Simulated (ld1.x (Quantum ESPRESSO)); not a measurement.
# Transferability test, TM potential for In (Z = 49)

```json
{
 "Element": "In",
 "Generator": "ld1.x (Quantum ESPRESSO) 7.5",
 "Type": "norm-conserving Troullier–Martins (Kleinman–Bylander form)",
 "Functional": "PBE",
 "Relativity": "scalar-relativistic",
 "Frozen core": "[Kr]",
 "Valence charge": "13",
 "Reference configuration": "4d10 5s1.5 5p1.5",
 "Partial waves": "5p (bound): rc 2.55 bohr; 4d (bound): rc 1.55 bohr; 5s (bound): rc 3.16 bohr",
 "Local potential": "the s channel",
 "Core correction": "none"
}
```

Energies are relative to the spin-unpolarised reference configuration 4d10 5s1.5 5p1.5; without spin polarisation the order of configurations can differ from experiment.

Problem. Give the all-electron excitation energy and the error of the potential for: 4d10 5s2 5p1; 4d10 5s2 5p0; 4d10 5s1 5p0; 4d10 5s0 5p3; 4d10 5s0 5p0; 4d9 5s0 5p0; 4d10 5s1 5p1.

Solution.

| valence configuration | charge | ΔE all-electron (eV) | error AE − PS (meV) |
| --- | --- | --- | --- |
| 4d10 5s2 5p1 | 0 | -2.884 | -3.5 |
| 4d10 5s2 5p0 | +1 | 2.479 | -6.9 |
| 4d10 5s1 5p0 | +2 | 21.713 | +28 |
| 4d10 5s0 5p3 | 0 | 9.063 | -52 |
| 4d10 5s0 5p0 | +3 | 50.034 | -49 |
| 4d9 5s0 5p0 | +4 | 106.423 | -561 |
| 4d10 5s1 5p1 | +1 | 9.072 | +1.7 |
